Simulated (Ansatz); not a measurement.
The molecule LiAl-, multiplicity 2 (lowest of 2S+1 = 2, 4 at CCSD(T)/def2-TZVPP on PBE0 minima; our sources give no spin for the ground state, which may be another). The T1 diagnostic near the minimum is 0.085, so single-reference values are doubtful.

Constants: fifth-degree fit in 1/R to seven points, most abundant isotopes. Runs in def2 and cc sets follow the lowest solution found near the PBE0 minimum.

Programs: Ansatz (Gaussian orbitals). 

```csv
level,r_e (Å),ω_e (cm⁻¹),ω_e x_e (cm⁻¹)
SVWN5/def2-TZVPP,2.850,[?],3.0
PBE/def2-TZVPP,2.901,240,3.0
B97M-V/def2-TZVPP,2.900,245,2.8
B3LYP/def2-TZVPP,2.906,232,3.3
wB97M-V/def2-TZVPP,[?],[?],2.0
```

Q: Some entries are withheld; supply them.

A: 
- wB97M-V/def2-TZVPP, r_e (Å): 2.925
- wB97M-V/def2-TZVPP, ω_e (cm⁻¹): 235
- SVWN5/def2-TZVPP, ω_e (cm⁻¹): 254

Doubts at one or more of the structures used: a spin-contaminated determinant (SVWN5/def2-TZVPP, PBE/def2-TZVPP, B3LYP/def2-TZVPP).

Ansatz is a program for electronic structure.
